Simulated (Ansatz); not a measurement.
Mulliken charges of Cl2FNbO (`[O]=[Nb]([F])([Cl])[Cl]`) from B3LYP/def2-TZVPP in Ansatz (PBE0-D4/def2-TZVP geometry).

| atom | x (Å) | y (Å) | z (Å) | charge (e) |
| --- | --- | --- | --- | --- |
| O1 | 0.047 | -0.123 | 1.722 | -0.463 |
| Nb2 | 0.070 | -0.071 | 0.046 | 1.384 |
| F3 | 1.395 | -1.228 | -0.529 | -0.363 |
| Cl4 | -1.979 | -0.724 | -0.701 | -0.279 |
| Cl5 | 0.516 | 2.073 | -0.579 | -0.279 |

Task: By hand: the dipole of these point charges (1 e Å = 4.8032 D).

Result: Σ q r = (-0.023, 0.028, -0.184) e Å, of length 0.188 e Å = 0.90 D.

Task: How does the dipole of the full density compare? (Estimate.)

Result: Ansatz gave: (-0.031, 0.038, -0.239) e Å, 1.17 D; the point charges give 0.77 times that, at 0° from its direction.

Point charges leave out the atoms' own dipoles, such as those of lone pairs, and Mulliken's split depends on the basis, so the two needn't agree.

B3LYP here is the variant with VWN-RPA as its local correlation; programs differ in this.
